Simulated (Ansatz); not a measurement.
Results of the Gaussian-basis code of Ansatz.

A structure relaxed at PBE0-D4/def2-TZVP, charge 0, multiplicity 1:

Cartesian coordinates in Å:
```
C -1.6019 0.7151 -0.7714
N -0.2565 0.2314 -0.6042
C 0.4978 0.2807 -1.8292
Al 0.3985 -0.3591 0.9386
N -0.6976 -0.7166 2.2832
N 2.1448 -0.5885 1.1256
H -2.1439 0.6995 0.1775
H -2.1719 0.1088 -1.4926
H -1.6200 1.7524 -1.1402
H 1.5037 -0.1220 -1.6855
H 0.6000 1.3087 -2.2100
H 0.0209 -0.3102 -2.6264
H -0.4084 -0.8547 3.2367
H -1.6927 -0.8392 2.2045
H 2.8492 -0.2040 0.5194
H 2.5781 -1.1023 1.8740
```

Task: Give its formula and SMILES.

Result: C2H10AlN3, `C[N](C)[Al]([NH2])[NH2]`.

Task: Point group (tolerance 0.08 Å, 0.16 Å for H)?

Result: C2.

Task: Summarise the bond lengths by kind.

Result: 2 × C–N 1.439 Å; 6 × C–H 1.093 to 1.101 Å; 3 × Al–N 1.771 to 1.777 Å; 4 × H–N 1.006 Å.
